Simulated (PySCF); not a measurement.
Cartesian coordinates (Å):
```xyz
8

Hf     0.0729    -0.1704    -0.0033
Cl     2.2467    -0.9706    -0.6111
O      0.2168     1.6696     0.5530
H      0.1604     2.5865     0.8495
O     -0.6123    -1.2420     1.4460
H     -1.0830    -1.6871     2.1618
O     -1.0925    -0.3102    -1.5325
H     -1.7660    -0.3017    -2.2241
```
Charge 0, multiplicity 1.

Q: Give the HOMO–LUMO gap, LUMO and total energy at the level TPSSh-D3(BJ)/def2-TZVP // BP86-D3(BJ)/def2-SVP (PySCF 2.14.0).

A: 
```
Property              Value
-------------  ------------
HOMO–LUMO gap       7.41 eV
LUMO               -0.37 eV
total energy   -736.1147 Ha
```
